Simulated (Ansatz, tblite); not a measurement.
Removing and adding an electron: Hf2Se4. The state is a singlet with charge 0. Geometry: PBE-D4/def2-SVP. Ansatz, gas phase; energy differences of separate SCF runs; the oxidised species was run as a doublet alone; the reduced species was run as a doublet alone.

Cartesian coordinates in Å:
```
Hf 0.285 -1.391 -0.972
Hf -0.284 1.387 0.970
Se 1.480 2.856 1.526
Se -0.352 1.015 -1.559
Se 0.360 -1.017 1.555
Se -1.489 -2.850 -1.519
```

In the def2 sets Hf takes a core potential; there is no spin–orbit coupling. The xTB rows come from tblite. HOMO above LUMO, or a gap near zero within one spin, warns that the state may not be the lowest or that an electron is smeared out. The structure comes from a short search, and lower isomers may exist.

| level | −HOMO (eV) | vertical IE (eV) | −LUMO (eV) | vertical EA (eV) | HOMO–LUMO gap (eV) | IE − EA (eV) | remarks |
| --- | --- | --- | --- | --- | --- | --- | --- |
| GFN1-xTB | 9.23 | 11.66 | 7.80 | 5.35 | 1.43 | 6.31 | – |
| GFN2-xTB | 11.39 | 13.12 | 9.28 | 7.51 | 2.12 | 5.61 | – |
| PBE-D4/def2-SVP | 5.58 | – | 3.97 | 2.14 | 1.61 | – | gap within one spin near zero (-1 doublet) |
| PBE-D4/def2-TZVP | 5.59 | 7.66 | 3.97 | – | 1.62 | – | – |

Question: Estimate the rows for r2SCAN-D4/def2-TZVP, PBE0-D4/def2-SVP, PBE0-D4/def2-TZVP.

Answer: 
```json
{"level": "r2SCAN-D4/def2-TZVP", "−HOMO (eV)": "5.82", "vertical IE (eV)": "7.83", "−LUMO (eV)": "3.83", "vertical EA (eV)": "–", "HOMO–LUMO gap (eV)": "1.99", "IE − EA (eV)": "–"}
{"level": "PBE0-D4/def2-SVP", "−HOMO (eV)": "6.53", "vertical IE (eV)": "–", "−LUMO (eV)": "3.34", "vertical EA (eV)": "2.18", "HOMO–LUMO gap (eV)": "3.19", "IE − EA (eV)": "–"}
{"level": "PBE0-D4/def2-TZVP", "−HOMO (eV)": "6.51", "vertical IE (eV)": "7.94", "−LUMO (eV)": "3.33", "vertical EA (eV)": "–", "HOMO–LUMO gap (eV)": "3.19", "IE − EA (eV)": "–"}
```

Relaxing the oxidised species (PBE-D4/def2-SVP) changes its energy by -0.39 eV at PBE-D4/def2-TZVP, so the adiabatic ionisation energy to this nearest minimum is 7.27 eV. On the way Hf2–Se6 forms. At PBE0-D4/def2-TZVP it is 7.60 eV.     Raw xTB energy differences between charge states are shifted by several eV; the methods need an empirical correction for them. Sets without diffuse functions give affinities that are too small.
